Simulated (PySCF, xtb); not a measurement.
CsF, SMILES [Cs][F].

GFN2-xTB in xtb 6.7.1 at its own geometry gives an orbital gap of 1.17 eV and a dipole moment of 8.74 D.

The structure is a stationary point at B3LYP-D3(BJ)/def2-TZVPD. The def2 effective core potentials stand for the cores of Cs; spin–orbit coupling is left out.

Problem. What does PBE0/def2-TZVPD (PySCF) give? (Estimate from the structure and the level; the computed values follow.)

Solution. gap 5.62 eV (levels -6.48 and -0.86 eV), dipole 8.20 D.
